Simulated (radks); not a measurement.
Spin polarisation of the 5s1 shell in Sr+. Start: [Kr] 5s(up 0.5, down 0.5); electrons of 5s are moved from spin down to spin up, other shells keep equal spins. Method: scalar-relativistic Kohn-Sham, PBE, spin-polarised, spherical densities, point nucleus; computed with a radial shooting solver on a logarithmic mesh with Libxc functionals.

| moment (Bohr magnetons) | E - E(0) (eV) | e(5s up) (eV) | e(5s down) (eV) | 4p down minus up (eV) |
|---|---|---|---|---|
| 0 | 0.000 | -8.348 | -8.348 | 0.000 |
| 0.25 | -0.011 | -8.439 | -8.257 | 0.036 |
| 0.5 | -0.045 | -8.526 | -8.167 | 0.073 |
| 0.75 | -0.101 | -8.606 | -8.072 | 0.110 |

At moment 0.75 the spin-polarisation energy is -0.101 eV and the 5s exchange splitting 0.534 eV, that is 0.712 eV per Bohr magneton; E = -I m^2/4 would give I = 0.718 eV.
